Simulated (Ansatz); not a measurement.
Tetramethylammonium hexafluorophosphate (C4H12F6NP). Total charge 0; singlet. Geometry r2SCAN-D4/def2-SVP, basis def2-TZVP, Ansatz.

| run | HOMO (eV) | LUMO (eV) |
| --- | --- | --- |
| A | -9.23 | -0.53 |
| B | -7.76 | -1.29 |
| C | -7.04 | -1.38 |
| D | -8.92 | -0.84 |
| E | -7.59 | -0.83 |

B3LYP takes the VWN-RPA correlation.

Task: The runs used B3LYP, B97M-V, PBE, PBE0, r2SCAN. Estimate which is which.

Result: A PBE0 (25 % exact exchange); B B97M-V (0 % exact exchange); C PBE (0 % exact exchange); D B3LYP (20 % exact exchange); E r2SCAN (0 % exact exchange). Exact exchange lowers occupied and raises empty levels; among semilocal functionals meta-GGAs tend to open the gap a little, and such runs are hard to tell apart. The gap grows from 5.66 eV (PBE) to 8.70 eV (PBE0).
